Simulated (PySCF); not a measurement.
All values below come from PBE0-D3(BJ)/def2-TZVP (PySCF 2.14.0). Isolated molecules, 0 K electronic values unless said otherwise. One relaxed conformer stands for a flexible species; it need not be the lowest. Excitations are Tamm–Dancoff values on a coarser integration grid. The basis has no diffuse functions, so Rydberg states are missing or too high.

Reference species (SMILES): `C(/C)=C\S` (C–C–S–H torsion 0°) (neutral, multiplicity 1).

S1–T1 gap (TDA): 1.36 eV
HOMO: -6.21 eV
S1 excitation (TDA): 5.17 eV
HOMO–LUMO gap: 6.50 eV

Changed species: `C(=C)CS` (C–C–C–S torsion -119°, C–C–S–H torsion 57°).

Question: Predict the effect on the S1–T1 gap (TDA), HOMO, S1 excitation (TDA) and HOMO–LUMO gap.

Answer: the S1–T1 gap (TDA) falls by 0.23 eV, to 1.13 eV; the HOMO falls by 0.64 eV, to -6.85 eV; the S1 excitation (TDA) rises by 0.26 eV, to 5.43 eV; the HOMO–LUMO gap goes up by 0.24 eV, to 6.74 eV.
